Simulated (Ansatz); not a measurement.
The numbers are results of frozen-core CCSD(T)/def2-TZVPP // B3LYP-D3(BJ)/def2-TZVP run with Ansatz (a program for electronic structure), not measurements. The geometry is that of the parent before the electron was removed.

Ansatz 0.2 input:
```yaml
crystal:
  periodic: [false, false, false]
  atoms:
    - { symbol: O, position_ang: [1.343329, -0.40521, 0.00119] }
    - { symbol: In, position_ang: [-0.634397, -0.060463, 0.019443] }
    - { symbol: H, position_ang: [1.874728, 0.393744, -0.072864] }
    - { symbol: H, position_ang: [-1.076934, 1.597366, -0.095175] }
    - { symbol: H, position_ang: [-1.506727, -1.525436, 0.147406] }
basis:
  gaussian: { orbitals: def2-TZVPP }
correlation:
  method: ccsd_t
total_charge: 1
magnetization:
  spin_polarized: true
  initial_magnetization: 1
```

Output:

```
Functional definition: HF
917 factors; integrals over basis functions are off by at most 1.2e-3 eV
mean field evaluation 1: about -7211.0391 eV, gradient 5.7e1 eV
mean field evaluation 2: about -7211.0407 eV, gradient 5.7e1 eV
mean field evaluation 4: about -7222.3115 eV, gradient 1.4e1 eV
mean field evaluation 8: about -7223.5295 eV, gradient 2.3e-1 eV
mean field evaluation 16: about -7223.5302 eV, gradient 1.2e-1 eV
mean field evaluation 32: about -7223.5341 eV, gradient 1.5e-2 eV
mean field evaluation 64: about -7223.5287 eV, gradient 2.4e-1 eV
mean field evaluation 96: about -7223.5338 eV, gradient 4.4e-2 eV
mean field evaluation 128: about -7223.5343 eV, gradient 1.7e-2 eV
mean field evaluation 160: about -7225.0548 eV, gradient 9.3e-2 eV
mean field evaluation 192: about -7216.2410 eV, gradient 3.5e0 eV
mean field evaluation 224: about -7224.7038 eV, gradient 1.8e-2 eV
mean field evaluation 256: about -7223.5342 eV, gradient 1.5e-2 eV
mean field evaluation 288: about -7223.5341 eV, gradient 1.3e-2 eV
mean field evaluation 320: about -7223.5347 eV, gradient 2.6e-2 eV
mean field evaluation 352: about -7225.0580 eV, gradient 3.6e-3 eV
mean field evaluation 384: about -7220.2138 eV, gradient 1.7e-2 eV
mean field evaluation 416: about -7219.3599 eV, gradient 4.6e0 eV
mean field evaluation 448: about -7216.9560 eV, gradient 2.9e0 eV
mean field evaluation 480: about -7218.1442 eV, gradient 3.5e0 eV
mean field evaluation 512: about -7219.6927 eV, gradient 1.4e-3 eV
mean field evaluation 544: about -7216.3698 eV, gradient 7.3e-1 eV
mean field evaluation 576: about -7217.4896 eV, gradient 3.7e0 eV
mean field evaluation 608: about -7215.7922 eV, gradient 1.4e0 eV
mean field evaluation 640: about -7215.4396 eV, gradient 1.9e-1 eV
mean field evaluation 672: about -7215.5316 eV, gradient 2.3e-2 eV
mean field -7225.05800265 eV, -265.5159842772 hartree, gradient 2.2e-6 eV, S^2 0.756795; 7 other end points of the search recorded, 0 dependent functions left out
determinant -7225.05800265 eV, -265.5159842772 hartree, with singles and doubles -7238.49740541 eV, -266.0098732191 hartree
determinant -7224.70378396 eV, -265.5029669805 hartree, with singles and doubles -7238.33442499 eV, -266.0038837990 hartree
determinant -7225.05800265 eV, -265.5159842772 hartree, with singles and doubles -7238.40822212 eV, -266.0065957937 hartree
determinant -7224.70378396 eV, -265.5029669805 hartree, with singles and doubles -7238.30863520 eV, -266.0029360417 hartree
5 core orbitals not correlated
reference -7225.05800265 eV, -265.5159842772 hartree; 11, 10 occupied and 107, 108 virtual orbitals, 917 factors
second order -12.77912208 eV of doubles, -0.00000000 eV of singles
cycle   1  -13.35021975 eV  change   -2.8e-7 eV  update   4.5e-6
perturbative correction -0.33010993 eV, -0.0121313163 hartree
Total energy: -7238.73833234 eV, -266.0187271204 hartree
```

Cost: roughly 8 core-minutes.
